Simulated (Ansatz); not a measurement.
The first iterations of a band of Cl2GeH2 + H (6 atoms, charge 0, multiplicity 2).

Level of theory: Ansatz, UKS PBE-D4/def2-SVP.

```yaml
movable_images: 7
climbing_image: from the first iteration
spring: 5.0 eV/Å²
optimiser: fire
start_path: through a guess of the saddle point
force_threshold: 0.05 eV/Å
iteration_limit: 60
end_points: relaxed
```

Image 0:

```xyz
6
Properties=species:S:1:pos:R:3
Ge -0.007 -0.012 -0.056
H 0.027 0.047 1.499
Cl 2.035 0.000 -0.788
Cl -1.017 1.762 -0.788
H -0.719 -1.247 -0.656
H -0.002 -0.003 3.355
```

Image 8:

```xyz
6
Properties=species:S:1:pos:R:3
Ge -0.001 -0.003 -0.372
H 0.014 0.024 2.733
Cl 2.051 0.004 -1.132
Cl -1.021 1.778 -1.132
H -0.719 -1.246 -1.033
H -0.006 -0.010 3.502
```

| iteration | highest image above the first end (eV) | largest band force component (eV/Å) |
| --- | --- | --- |
| 1 | 0.003 | 2.169 |
| 2 | 0.000 | 1.382 |
| 3 | 0.000 | 1.440 |
| 4 | 0.000 | 1.040 |
| 5 | 0.000 | 0.878 |
| 6 | 0.000 | 0.797 |
| 7 | 0.000 | 0.777 |
| 8 | 0.000 | 0.737 |
| 9 | 0.000 | 0.681 |
| 10 | 0.000 | 0.609 |
| 11 | 0.000 | 0.596 |
| 12 | 0.000 | 0.569 |
| 13 | 0.000 | 0.530 |
| 14 | 0.000 | 0.480 |

**Question.** Does the band converge within its limit, and where does its top end?

**Answer.** The forces met the threshold. It ended after 44 iterations with the highest image 0.000 eV above the first end. The highest image is an end point: on this band no image between the ends rises above it.

Time of the run: 8.4 min on 2 threads of Arm Neoverse V1, with other jobs on the host, peak memory 0.14 GiB.
